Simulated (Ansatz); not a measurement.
Program: Ansatz 0.2.0.

A structure relaxed at PBE0-D4/def2-TZVP, charge 0, multiplicity 1:

Cartesian coordinates in Å:
```
F 1.476 0.202 2.688
C 0.374 0.162 1.842
Ga 0.870 -0.033 -0.077
Si -0.876 -0.137 -1.747
H -0.268 -0.670 2.159
H -0.207 1.080 1.996
H 2.389 -0.116 -0.468
H -0.805 -1.428 -2.488
H -0.711 0.962 -2.741
H -2.242 -0.022 -1.164
```

Give its formula and SMILES.

CH6FGaSi, `F[CH2][GaH][SiH3]`.

Point group (tolerance 0.08 Å, 0.16 Å for H)?

Cs.

Summarise the bond lengths by kind.

1 × C–F 1.390 Å; 1 × C–Ga 1.993 Å; 2 × C–H 1.097 Å; 1 × Ga–Si 2.418 Å; 1 × Ga–H 1.570 Å; 3 × H–Si 1.490 to 1.491 Å.
